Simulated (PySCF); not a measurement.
Radial density of Ag+ (silver, charge +1)

M06-L, [Kr] 4d10, closed-shell 1S. Calculation: PySCF 2.14, in cc-pVDZ-PP with ECP28MDF (4s4p3d1f, 38 functions); scalar relativity through the core potential. This is the valence pseudo-density: the core potential removes the inner electrons and smooths the orbitals near the nucleus.

```csv
r (bohr),4πr²ρ (e/bohr)
0.0201,1.322e-05
0.0338,3.364e-05
0.0568,8.782e-05
0.0955,0.0004792
0.161,0.006175
0.270,0.1088
0.454,2.521
0.764,16.81
1.29,12.06
2.16,2.120
3.64,0.1332
6.12,0.0004507
```

Energies and moments cover only the electrons outside the core potential.
